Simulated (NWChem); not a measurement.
System: CH₂ClFO₂Si; SMILES F[Si]1(Cl)OCO1

Parts of the log:

```
             Northwest Computational Chemistry Package (NWChem) 7.3.0
             --------------------------------------------------------

                             Geometry "geometry" -> ""
                             -------------------------

 Output coordinates in angstroms (scale by  1.889725989 to convert to a.u.)

  No.       Tag          Charge          X              Y              Z
 ---- ---------------- ---------- -------------- -------------- --------------
    1 F                    9.0000     1.85740500    -0.26173000     0.00000000
    2 Si                  14.0000     0.28661100    -0.01025500     0.00000000
    3 Cl                  17.0000    -0.59230800    -1.84469400     0.00000000
    4 O                    8.0000    -0.26590500     1.09381000    -1.11537000
    5 C                    6.0000    -0.67740800     1.92010300     0.00000000
    6 O                    8.0000    -0.26590500     1.09381000     1.11537000
    7 H                    1.0000    -0.13580700     2.86971000     0.00000000
    8 H                    1.0000    -1.76133000     2.06063700     0.00000000

 Effective nuclear repulsion energy (a.u.)     395.5357762037

                              NWChem Property Module
                              ----------------------

  itol2e modified to match energy
  convergence criterion.

                                 NWChem DFT Module
                                 -----------------

 Summary of "ao basis" -> "ao basis" (spherical)
 ------------------------------------------------------------------------------
       Tag                 Description            Shells   Functions and Types
 ---------------- ------------------------------  ------  ---------------------
 F                          pcsseg-1                 7       17   3s3p1d
 Si                         pcsseg-1                10       24   4s5p1d
 Cl                         pcsseg-1                10       24   4s5p1d
 O                          pcsseg-1                 7       17   3s3p1d
 C                          pcsseg-1                 7       17   3s3p1d
 H                          pcsseg-1                 3        5   2s1p

  itol2e modified to match energy
  convergence criterion.

[...]

          -----------------------------------------
          Chemical Shielding Tensors (GIAO, in ppm)
          -----------------------------------------

                                NWChem CPHF Module
                                ------------------

  scftype          =     RHF
  nclosed          =       32
  nopen            =        0
  variables        =     3008
  # of vectors     =        3
  tolerance        = 0.10D-03
  level shift      = 0.00D+00
  max iterations   =       50
  max subspace     =       30

 SCF residual:    7.2942093223967941E-005

Iterative solution of linear equations
  No. of variables     3008
  No. of equations        3
  Maximum subspace       30
        Iterations       50
       Convergence  1.0D-04

   iter   nsub   residual    time
   ----  ------  --------  ---------
     1      3    5.55D-01     108.8
     2      6    1.91D-02     124.2
     3      9    1.36D-03     139.6
     4     12    7.18D-05     155.3

      Atom:    1  F
        Diamagnetic
    491.2854     -4.1032     -0.0000
     -4.1032    460.5558      0.0000
     -0.0000      0.0000    459.0450

        Paramagnetic
   -121.2599     -4.1307     -0.0000
     -4.1307   -249.9175     -0.0000
     -0.0000     -0.0000   -218.4922

        Total Shielding Tensor
    370.0255     -8.2338     -0.0000
     -8.2338    210.6383     -0.0000
     -0.0000     -0.0000    240.5528

           isotropic =     273.7389
          anisotropy =     145.0663

          Principal Components and Axis System
                 1           2           3
              370.4498    240.5528    210.2141

      1         0.9987      0.0000      0.0515
      2        -0.0515     -0.0000      0.9987
      3        -0.0000      1.0000      0.0000

      Atom:    2  Si
        Diamagnetic
    880.2579     -0.5605     -0.0000
     -0.5605    884.7799      0.0000
     -0.0000      0.0000    877.8918

        Paramagnetic
   -487.4013     15.1264      0.0000
     15.1264   -454.4487      0.0000
      0.0000      0.0000   -507.7482

        Total Shielding Tensor
    392.8566     14.5659      0.0000
     14.5659    430.3312      0.0000
      0.0000      0.0000    370.1436

           isotropic =     397.7771
          anisotropy =      56.3246

          Principal Components and Axis System
                 1           2           3
              435.3268    387.8609    370.1436

      1         0.3244      0.9459      0.0000
      2         0.9459     -0.3244     -0.0000
      3         0.0000     -0.0000      1.0000

      Atom:    3  Cl
        Diamagnetic
   1147.1005      3.7354      0.0000
      3.7354   1153.5013      0.0000
      0.0000      0.0000   1145.4513

        Paramagnetic
   -356.6735     95.5081      0.0000
     95.5081   -131.8972     -0.0000
      0.0000     -0.0000   -357.3374

        Total Shielding Tensor
    790.4271     99.2435      0.0000
     99.2435   1021.6041     -0.0000
      0.0000     -0.0000    788.1139

           isotropic =     866.7150
          anisotropy =     287.4732

          Principal Components and Axis System
                 1           2           3
             1058.3638    788.1139    753.6674

      1         0.3473      0.0000      0.9377
      2         0.9377     -0.0000     -0.3473
      3        -0.0000      1.0000     -0.0000

      Atom:    4  O
        Diamagnetic
    378.5858    -13.3911      0.0194
    -13.3911    401.4343     -0.7942
      0.0194     -0.7942    397.6276

        Paramagnetic
   -261.6155    -33.1200     31.4181
    -33.1200   -205.4467    -60.2896
     31.4181    -60.2896   -159.5891

[...]
```

Level: PBE0/pcSseg-1, GIAO. All runs use the structure optimised with B3LYP/6-31G* (spherical d). The output numbers the shielded atoms by their place in the input's list. The printed shielding anisotropy is the first printed principal value minus the mean of the other two.

Reconstruct the input file.

One answer among several that fit: the input that was run:
```
start job
memory heap 200 mb stack 900 mb global 1100 mb
geometry units angstroms noautosym nocenter noautoz
  F      1.857405    -0.261730     0.000000
  Si     0.286611    -0.010255     0.000000
  Cl    -0.592308    -1.844694     0.000000
  O     -0.265905     1.093810    -1.115370
  C     -0.677408     1.920103     0.000000
  O     -0.265905     1.093810     1.115370
  H     -0.135807     2.869710     0.000000
  H     -1.761330     2.060637     0.000000
end
basis spherical
  * library pcsseg-1
end
dft
  xc pbe0
  iterations 150
end
property
  shielding 7 1 2 3 4 5 7 8
end
task dft property
```
